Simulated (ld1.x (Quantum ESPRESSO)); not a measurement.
## F: excitation energies, all-electron against ultrasoft

- Element: fluorine (F)
- Generator: ld1.x (Quantum ESPRESSO) 7.5
- Type: ultrasoft
- Functional: PBEsol
- Relativity: non-relativistic
- Frozen core: [He]
- Valence charge: 7
- Reference configuration: 2s2 2p4.5 (charge +0.5)
- Partial waves: 2s (bound): rcut 0.65, rcutus 0.70 bohr; 2s channel at 1.25 Ry: rcut 0.65, rcutus 0.70 bohr; 2p (bound): rcut 0.90, rcutus 0.95 bohr; 2p channel at -0.9 Ry: rcut 0.90, rcutus 0.95 bohr; 3d channel at 0.1 Ry: rcut 0.85, rcutus 1.10 bohr; 3d channel at 1.15 Ry: rcut 0.85, rcutus 1.10 bohr
- Local potential: all-electron potential smoothed inside 0.85 bohr (lloc = -1)
- Core correction: none
- Augmentation charge: built from norm-conserving waves at rcut, not smoothed further

Energies are relative to the spin-unpolarised reference configuration 2s2 2p4.5; without spin polarisation the order of configurations can differ from experiment.

| valence configuration | charge | ΔE all-electron (eV) | error AE − PS (meV) |
| --- | --- | --- | --- |
| 2s2 2p5 | 0 | -7.516 | +0.5 |
| 2s2 2p4 | +1 | 11.812 | +1.1 |
| 2s2 2p3 | +2 | 50.101 | +21 |
| 2s1 2p6 | 0 | 11.091 | +14 |
| 2s2 2p1 | +4 | 196.184 | +379 |
| 2s2 2p5.3 | -0.3 | -10.171 | +0.9 |
| 2s1 2p5 | +1 | 30.704 | +6.5 |
